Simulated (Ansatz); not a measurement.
Start from `[Cl][GeH2][Br]` and change one atom or group to get `[Cl][GeH2][GeH3]`.

Ansatz, PBE0-D4/def2-TZVP geometries, multiplicity 1. 

Scalar relativity is left out up to krypton.

```
                                          property  `[Cl][GeH2][Br]`
size of the dipole moment (ωB97M-V/def2-TZVPP) / D              1.86
    size of the dipole moment (PBE/def2-TZVPP) / D              1.71
             LUMO energy (ωB97M-V/def2-TZVPP) / eV              0.93
  size of the dipole moment (B3LYP/def2-TZVPP) / D              1.81
                HOMO energy (PBE0/def2-TZVPP) / eV             -8.61
             HOMO–LUMO gap (B3LYP/def2-TZVPP) / eV              7.01
```

Give the same properties after the change, and the shifts. (An estimate is asked.)

Computed: 
| property | `[Cl][GeH2][GeH3]` | shift |
| --- | --- | --- |
| size of the dipole moment (ωB97M-V/def2-TZVPP) / D | 2.12 | 0.26 |
| size of the dipole moment (PBE/def2-TZVPP) / D | 1.97 | 0.26 |
| LUMO energy (ωB97M-V/def2-TZVPP) / eV | 1.33 | 0.40 |
| size of the dipole moment (B3LYP/def2-TZVPP) / D | 2.07 | 0.26 |
| HOMO energy (PBE0/def2-TZVPP) / eV | -8.09 | 0.52 |
| HOMO–LUMO gap (B3LYP/def2-TZVPP) / eV | 7.07 | 0.06 |

With PBE0 the HOMO rises by 0.52 eV and the LUMO rises by 0.45 eV, so the gap narrows by about 0.07 eV. PBE moves the HOMO by 0.40 eV and ωB97M-V by 0.67 eV. The zero-point energy changes by 58.2 kJ/mol with +9 modes. Dipoles are sizes alone; their direction can turn.

B3LYP here is the variant with VWN-RPA as its local correlation; programs differ in this.

Spin–orbit coupling is left out; it splits and shifts lone-pair levels of the heavy atoms by tenths of an eV.
